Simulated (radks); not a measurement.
Task: Calculated with a radial shooting solver on a logarithmic mesh with Libxc functionals: non-relativistic Kohn-Sham, LDA (Slater exchange, Perdew-Wang correlation), spin-polarised, spherical densities, point nucleus; open shells are filled with parallel spins first (spin-orbit coupling, left out, can overturn this in heavy ions). Response by self-consistent Sternheimer equations with the Hartree and adiabatic LDA kernel. For heavy and open-shell atoms this level of theory can miss by tens of per cent. Estimate the static dipole polarisabilities of Co+ ([Ar] 3d8) and Pb ([Hg] 6p2) and the C6 coefficients of the three pairs.

Result: alpha = 10.23 and 67.20 bohr^3; C6 = 36.42 (Co+-Co+), 163.9 (Co+-Pb), 819.6 (Pb-Pb) hartree bohr^6.
